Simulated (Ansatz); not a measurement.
Species: C₃H₆S, SMILES `C1CC1S` (H–S–C–C torsion 37°) (charge 0, multiplicity 1), formula C3H6S.

Problem. How many basis functions does frozen-core CCSD(T)/cc-pVTZ // PBE0-D3(BJ)/def2-TZVP run with Ansatz (a first-principles code) use, how many core orbitals are frozen, and how many electrons are correlated?

Solution. 208 basis functions and 8 frozen orbitals, which leaves 24 correlated electrons. Core time is of the order of seconds.
